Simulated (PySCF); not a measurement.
C3H9Al, charge +1, doublet, geometry from GFN2-xTB (such geometries of metal compounds can be far from the true shape) (a state made from the parent by changing its charge; the spin is typed, not shown lowest); CCSD/STO-3G run with PySCF.

Here is a job for PySCF.
```python
from pyscf import gto, scf, cc

mol = gto.Mole()
mol.atom = '''
    Al   -0.11017492   -0.11753443   -0.00666433
    C    -1.50958297   -1.50084963   -0.15485164
    H    -1.72462217   -1.73358950   -1.20610585
    H    -2.45001779   -1.17124687    0.30532003
    H    -1.19763804   -2.42823588    0.34418998
    C     0.07074410    1.67849991   -0.95581859
    H     1.08028348    1.76611445   -1.36618107
    H    -0.10898743    2.47585386   -0.23090264
    H    -0.67564031    1.71304257   -1.75118105
    C     1.58527878   -0.02234132    1.12024899
    H     1.64310521    0.95865353    1.59990056
    H     2.44785174   -0.16889424    0.46535812
    H     1.53929993   -0.81560399    1.86876561
'''
mol.basis = 'sto-3g'
mol.charge = 1
mol.spin = 1
mol.verbose = 4
mol.build()

mf = scf.UHF(mol)
mf.kernel()

mycc = cc.CCSD(mf)
mycc.conv_tol = 1e-9
mycc.kernel()
print('E(CCSD) = %.10f' % mycc.e_tot)
```

Question: Write the output that PySCF gives for this input, abridged.

Answer: 
```
PySCF version 2.14.0

[INPUT] verbose = 4
[INPUT] num. atoms = 13
[INPUT] num. electrons = 39
[INPUT] charge = 1
[INPUT] spin (= nelec alpha-beta = 2S) = 1
[INPUT] symmetry False subgroup None
[INPUT] Mole.unit = angstrom
[INPUT] Symbol           X                Y                Z      unit          X                Y                Z       unit  Magmom
[INPUT]  1 Al    -0.110174920000  -0.117534430000  -0.006664330000 AA   -0.208200424596  -0.222107882907  -0.012593758504 Bohr   0.0
[INPUT]  2 C     -1.509582970000  -1.500849630000  -0.154851640000 AA   -2.852698375608  -2.836194754855  -0.292627189540 Bohr   0.0
[INPUT]  3 H     -1.724622170000  -1.733589500000  -1.206105850000 AA   -3.259063569653  -3.276009367422  -2.279209733736 Bohr   0.0
[INPUT]  4 H     -2.450017790000  -1.171246870000   0.305320030000 AA   -4.629862623412  -2.213335808554   0.576971237044 Bohr   0.0
[INPUT]  5 H     -1.197638040000  -2.428235880000   0.344189980000 AA   -2.263207891961  -4.588700779042   0.650424797020 Bohr   0.0
[INPUT]  6 C      0.070744100000   1.678499910000  -0.955818590000 AA    0.133686973929   3.171905130007  -1.806235359868 Bohr   0.0
[INPUT]  7 H      1.080283480000   1.766114450000  -1.366181070000 AA    2.041439914092   3.337472615137  -2.581708058865 Bohr   0.0
[INPUT]  8 H     -0.108987430000   2.475853860000  -0.230902640000 AA   -0.205956393720   4.678685719847  -0.436342751039 Bohr   0.0
[INPUT]  9 H     -0.675640310000   1.713042570000  -1.751181050000 AA   -1.276775144616   3.237181297021  -3.309252579028 Bohr   0.0
[INPUT] 10 C      1.585278780000  -0.022341320000   1.120248990000 AA    2.995742725285  -0.042218976061   2.116963782421 Bohr   0.0
[INPUT] 11 H      1.643105210000   0.958653530000   1.599900560000 AA    3.105018840746   1.811592620048   3.023373884938 Bohr   0.0
[INPUT] 12 H      2.447851740000  -0.168894240000   0.465358120000 AA    4.625769382140  -0.319163857617   0.879399396642 Bohr   0.0
[INPUT] 13 H      1.539299930000  -0.815603990000   1.868765610000 AA    2.908855291262  -1.541268167203   3.531455193906 Bohr   0.0

nuclear repulsion = 148.912708390358
number of shells = 23
number of NR pGTOs = 99
number of NR cGTOs = 33
basis = sto-3g
ecp = {}

******** <class 'pyscf.scf.uhf.UHF'> ********
method = UHF
initial guess = minao
damping factor = 0
level_shift factor = 0
DIIS = <class 'pyscf.scf.diis.CDIIS'>
diis_start_cycle = 1
diis_space = 8
diis_damp = 0
SCF conv_tol = 1e-09
SCF conv_tol_grad = None
SCF max_cycles = 50
direct_scf = True
direct_scf_tol = 1e-13
number electrons alpha = 20  beta = 19
Set gradient conv threshold to 3.16228e-05
init E= -356.214168603798

cycle= 1 E= -356.235088104683  delta_E= -0.0209  |g|= 0.182  |ddm|= 2.71
cycle= 2 E= -356.268828603556  delta_E= -0.0337  |g|= 0.0601  |ddm|= 0.354
cycle= 3 E= -356.273577956963  delta_E= -0.00475  |g|= 0.0273  |ddm|= 0.127
cycle= 4 E= -356.274886479209  delta_E= -0.00131  |g|= 0.0132  |ddm|= 0.0715
cycle= 5 E= -356.275363520354  delta_E= -0.000477  |g|= 0.00446  |ddm|= 0.0598
cycle= 6 E= -356.275418715354  delta_E= -5.52e-05  |g|= 0.00193  |ddm|= 0.0212
cycle= 7 E= -356.27542907568  delta_E= -1.04e-05  |g|= 0.000754  |ddm|= 0.00869
cycle= 8 E= -356.275430722592  delta_E= -1.65e-06  |g|= 0.000281  |ddm|= 0.00372
cycle= 9 E= -356.275430941407  delta_E= -2.19e-07  |g|= 0.000143  |ddm|= 0.00115
cycle= 10 E= -356.275431028533  delta_E= -8.71e-08  |g|= 6.15e-05  |ddm|= 0.000818
cycle= 11 E= -356.275431052067  delta_E= -2.35e-08  |g|= 4.06e-05  |ddm|= 0.000393
cycle= 12 E= -356.275431067354  delta_E= -1.53e-08  |g|= 3.13e-05  |ddm|= 0.000328
cycle= 13 E= -356.275431081415  delta_E= -1.41e-08  |g|= 1.26e-05  |ddm|= 0.000522
cycle= 14 E= -356.275431083799  delta_E= -2.38e-09  |g|= 3.37e-06  |ddm|= 0.000278
cycle= 15 E= -356.275431083853  delta_E= -5.37e-11  |g|= 1.44e-06  |ddm|= 3.68e-05
Extra cycle  E= -356.275431083859  delta_E= -5.4e-12  |g|= 9.27e-07  |ddm|= 3.07e-06
converged SCF energy = -356.275431083859  <S^2> = 0.8214367  2S+1 = 2.0702045

******** <class 'pyscf.cc.uccsd.UCCSD'> ********
CC2 = 0
CCSD nocc = (np.int64(20), np.int64(19)), nmo = (33, 33)
max_cycle = 50
direct = 0
conv_tol = 1e-09
conv_tol_normt = 1e-06
diis_space = 6
diis_start_cycle = 0
diis_start_energy_diff = 1e+09
Init t2, MP2 energy = -0.191726876860919
Init E_corr(UCCSD) = -0.191726876861973
cycle = 1  E_corr(UCCSD) = -0.232492571671735  dE = -0.0407656948  norm(t1,t2) = 0.0855194
cycle = 2  E_corr(UCCSD) = -0.246657553107024  dE = -0.0141649814  norm(t1,t2) = 0.0385879
cycle = 3  E_corr(UCCSD) = -0.257355035253054  dE = -0.0106974821  norm(t1,t2) = 0.0206893
cycle = 4  E_corr(UCCSD) = -0.257243391879797  dE = 0.000111643373  norm(t1,t2) = 0.00572061
cycle = 5  E_corr(UCCSD) = -0.257181024509092  dE = 6.23673707e-05  norm(t1,t2) = 0.00195748
cycle = 6  E_corr(UCCSD) = -0.257210959551674  dE = -2.99350426e-05  norm(t1,t2) = 0.000828654
cycle = 7  E_corr(UCCSD) = -0.257202178435846  dE = 8.78111583e-06  norm(t1,t2) = 0.000285428
cycle = 8  E_corr(UCCSD) = -0.257205145349982  dE = -2.96691414e-06  norm(t1,t2) = 0.000149678
cycle = 9  E_corr(UCCSD) = -0.257207528053472  dE = -2.38270349e-06  norm(t1,t2) = 0.000105747
cycle = 10  E_corr(UCCSD) = -0.257208981338578  dE = -1.45328511e-06  norm(t1,t2) = 7.87418e-05
cycle = 11  E_corr(UCCSD) = -0.257206970459589  dE = 2.01087899e-06  norm(t1,t2) = 4.96787e-05
cycle = 12  E_corr(UCCSD) = -0.257205911737974  dE = 1.05872161e-06  norm(t1,t2) = 2.09699e-05
cycle = 13  E_corr(UCCSD) = -0.257205747784552  dE = 1.63953422e-07  norm(t1,t2) = 8.93109e-06
cycle = 14  E_corr(UCCSD) = -0.257205847378829  dE = -9.95942763e-08  norm(t1,t2) = 4.2446e-06
cycle = 15  E_corr(UCCSD) = -0.257205880877971  dE = -3.34991423e-08  norm(t1,t2) = 1.82982e-06
cycle = 16  E_corr(UCCSD) = -0.25720587642844  dE = 4.4495313e-09  norm(t1,t2) = 9.48603e-07
cycle = 17  E_corr(UCCSD) = -0.257205857846004  dE = 1.85824363e-08  norm(t1,t2) = 4.9278e-07
cycle = 18  E_corr(UCCSD) = -0.25720584634301  dE = 1.15029938e-08  norm(t1,t2) = 2.88701e-07
cycle = 19  E_corr(UCCSD) = -0.257205842521862  dE = 3.82114818e-09  norm(t1,t2) = 2.01728e-07
cycle = 20  E_corr(UCCSD) = -0.257205841819124  dE = 7.02737146e-10  norm(t1,t2) = 1.75526e-07
UCCSD converged
E(UCCSD) = -356.5326369256777  E_corr = -0.2572058418191244
E(CCSD) = -356.5326369257
```
